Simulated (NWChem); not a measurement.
SiF₂, singlet; SMILES F[Si]F

```xyz
3

Si     0.0000     0.0000     0.5837
F      1.2659     0.0000    -0.4664
F     -1.2659     0.0000    -0.4664
```
Atoms are numbered in this order, from 1.

Results from NWChem. Pople sets run with spherical d functions. Low-valent species are run as closed-shell singlets; no triplet was tried in these runs. Geometry: optimised at PBE-D3(BJ)/def2-SVP. Field at 589 nm.

For level B3LYP/6-31G*:

- isotropic polarisability (bohr³): 25.1
- anisotropy (bohr³): 4.7

**Question.** How do the values read with level B3LYP/def2-SVPD instead?

**Answer.** 
* **isotropic polarisability (bohr³)**: 30.1
* **anisotropy (bohr³)**: 2.4
